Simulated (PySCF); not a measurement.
Level of theory: B3LYP-D3(BJ)/def2-TZVP // M06-2X/def2-TZVP (PySCF 2.14.0). Gas-phase values, no solvent. B3LYP has the VWN-RPA correlation part, as in Gaussian. Excitations are Tamm–Dancoff values on a coarser integration grid. The basis has no diffuse functions, so Rydberg states are missing or too high.

Reference species (SMILES): `[CH3][Al]([CH3])[CH3]` (neutral, multiplicity 1).

The S1 excitation (TDA) comes out as 5.55 eV. The S1–T1 gap (TDA) is 0.28 eV. The HOMO is -7.31 eV and the LUMO is -0.57 eV.

Changed species: `[CH3][AlH2]` (1 of 3 H replaced by CH3; the reference has 3 of 3 H replaced by CH3).

What does the change do to the S1 excitation (TDA), S1–T1 gap (TDA), HOMO and LUMO?

the S1 excitation (TDA) decreases by 0.38 eV, to 5.17 eV; the S1–T1 gap (TDA) goes up by 0.04 eV, to 0.32 eV; the HOMO drops by 0.55 eV, to -7.86 eV; the LUMO decreases by 0.94 eV, to -1.51 eV.
